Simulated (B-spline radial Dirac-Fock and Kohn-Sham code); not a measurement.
Calculated with a B-spline atomic structure program, using Dirac-Fock energy differences between relaxed states, corrected for Breit and QED terms. Two-hole levels are in intermediate coupling, intensities from independent-particle Coulomb rates.

**Question.** These computed lines form the K-LL Auger spectrum of a free neutral atom. Which element, and how are the lines assigned?

| kinetic energy (eV) | relative intensity |
| --- | --- |
| 6712.4 | 12 |
| 6849.6 | 37 |
| 6881.3 | 1 |
| 6890.6 | 5 |
| 6901.9 | 5 |
| 6995.1 | 9 |
| 7020.3 | 100 |
| 7037.2 | 3 |
| 7048.8 | 15 |

**Answer.** Cu ([Ar] 3d10 4s1). From low to high energy: K-L1L1 ¹S0, K-L1L2 ¹P1, K-L1L2 ³P0, K-L1L3 ³P1, K-L1L3 ³P2, K-L2L2 ¹S0, K-L2L3 ¹D2, K-L3L3 ³P0, K-L3L3 ³P2. The labels give the leading jj configuration and the leading LS term by weight; in heavy atoms the literature often keeps the label of the LS limit instead.
